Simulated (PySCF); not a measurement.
Species: C2H5F2NSi.
Numbering: `[F:1][CH:2]([F:3])/[CH:4]=[N:5]/[SiH3:6]` (hydrogens: H7 on C2; H8 on C4; H9, H10, H11 on Si6)

Method: PBE0-D3(BJ)/def2-SVP geometry optimisation, gas phase (PySCF); density fitting, grid level 1; the optimiser is geomeTRIC in internal coordinates, started from a GFN2-xTB structure with every atom displaced at random (about 0.01 Å).

Step 0: E = -16934.0256 eV
```
atom  x, y, z in Å  |  force x, y, z in eV/Å
F1     -2.5461   -0.5540   -1.1487    0.144   0.065  -0.158
C2     -1.9634    0.0635   -0.0995    0.126  -0.499   0.219
F3     -2.6830   -0.3008    0.9938    0.453   0.066  -0.045
C4     -0.4943   -0.4111    0.0132   -4.144  -1.513   0.140
N5      0.4084    0.3926   -0.0369    2.316   2.468  -0.155
Si6     2.1290    0.2686    0.0629   -0.373   0.031   0.288
H7     -2.0248    1.1561   -0.2177    0.089   0.069  -0.071
H8     -0.4221   -1.4932    0.1319    0.154  -0.813   0.085
H9      2.6635   -1.0860    0.2519    0.229  -0.547   0.030
H10     2.5425    0.8402   -1.1985    0.593   0.349  -0.684
H11     2.4284    1.0981    1.2293    0.415   0.324   0.351
```

Step 1: E = -16934.2484 eV
```
atom  x, y, z in Å  |  force x, y, z in eV/Å
F1     -2.5910   -0.5961   -1.1385    0.006   0.020   0.047
C2     -2.0025    0.0402   -0.1037    0.114   0.090  -0.016
F3     -2.6212   -0.3483    1.0315   -0.077  -0.017   0.003
C4     -0.5551   -0.3749   -0.0195    0.612   0.175   0.019
N5      0.3803    0.4761   -0.0610   -0.639  -0.150  -0.013
Si6     2.1161    0.2911    0.0722    0.038  -0.082  -0.026
H7     -2.1010    1.1323   -0.2267   -0.018  -0.033  -0.020
H8     -0.4209   -1.4746    0.1009    0.008   0.048  -0.014
H9      2.5580   -1.1282    0.2665    0.003  -0.025  -0.005
H10     2.7232    0.8416   -1.1736   -0.036  -0.022   0.003
H11     2.5524    1.1147    1.2335   -0.011  -0.004   0.021
```

Step 2: E = -16934.2546 eV
```
atom  x, y, z in Å  |  force x, y, z in eV/Å
F1     -2.5590   -0.5979   -1.1442   -0.036  -0.020  -0.056
C2     -1.9844    0.0419   -0.1049   -0.063  -0.166   0.053
F3     -2.6384   -0.3294    1.0171   -0.051   0.013   0.036
C4     -0.5435   -0.3878    0.0071    0.000   0.195  -0.033
N5      0.3624    0.4844   -0.0409   -0.005   0.029  -0.020
Si6     2.0993    0.2927    0.0683    0.112  -0.054   0.022
H7     -2.0724    1.1319   -0.2448    0.042  -0.007   0.011
H8     -0.3985   -1.4842    0.1324    0.011   0.031  -0.007
H9      2.5389   -1.1322    0.2351   -0.013  -0.004  -0.004
H10     2.6835    0.8564   -1.1809   -0.004  -0.010  -0.005
H11     2.5504    1.0981    1.2376    0.007  -0.007   0.002
```

Step 3: E = -16934.2582 eV
```
atom  x, y, z in Å  |  force x, y, z in eV/Å
F1     -2.5231   -0.6420   -1.1463    0.049  -0.041  -0.052
C2     -1.9920    0.0313   -0.1048   -0.101   0.073   0.058
F3     -2.6533   -0.3588    1.0084    0.108   0.026  -0.021
C4     -0.5311   -0.3235    0.0227   -0.289  -0.479   0.018
N5      0.3670    0.5480   -0.0278    0.146   0.442  -0.065
Si6     2.0984    0.2860    0.0671    0.117   0.006   0.052
H7     -2.1286    1.1131   -0.2594    0.002   0.056   0.027
H8     -0.3530   -1.4128    0.1500   -0.036  -0.095   0.012
H9      2.4768   -1.1600    0.2101   -0.043   0.016   0.000
H10     2.6872    0.8375   -1.1837    0.028   0.006  -0.010
H11     2.5898    1.0552    1.2454    0.020  -0.009  -0.019
```

**Question.** Estimate the geometry and energy of step 4. (The exact step hangs on the optimiser's Hessian estimate; all steps are aligned on step 3, rigid shifts and turns removed.)

**Answer.** E = -16934.2632 eV, largest force 0.178 eV/Å
```
atom  x, y, z in Å  |  force x, y, z in eV/Å
F1     -2.5377   -0.6289   -1.1449   -0.008   0.001   0.004
C2     -1.9921    0.0323   -0.1020    0.001   0.015   0.013
F3     -2.6348   -0.3637    1.0188    0.025   0.005  -0.028
C4     -0.5335   -0.3373    0.0048   -0.071  -0.162   0.018
N5      0.3635    0.5418   -0.0451    0.020   0.173  -0.006
Si6     2.0982    0.2914    0.0697    0.049  -0.025  -0.001
H7     -2.1192    1.1184   -0.2408   -0.011   0.006   0.003
H8     -0.3613   -1.4301    0.1257   -0.004  -0.014   0.007
H9      2.4720   -1.1521    0.2358   -0.017  -0.001   0.000
H10     2.7028    0.8270   -1.1816    0.011   0.005   0.000
H11     2.5802    1.0753    1.2415    0.004  -0.002  -0.009
```

The energy changes by -0.0050 eV. The first-order estimate −F·Δx gives -0.0085 eV and the mean of the old and new forces, exact on a quadratic surface, -0.0050 eV. The step makes an angle of 81° with the force vector and moves no atom by more than 0.031 Å.

What follows is the cost of the whole optimisation. Hardware: one thread of an Arm Neoverse V2, shared host with 32 logical CPUs at a one-minute load of 20. Cost: 30 s of wall time, 0.45 GiB resident at most.
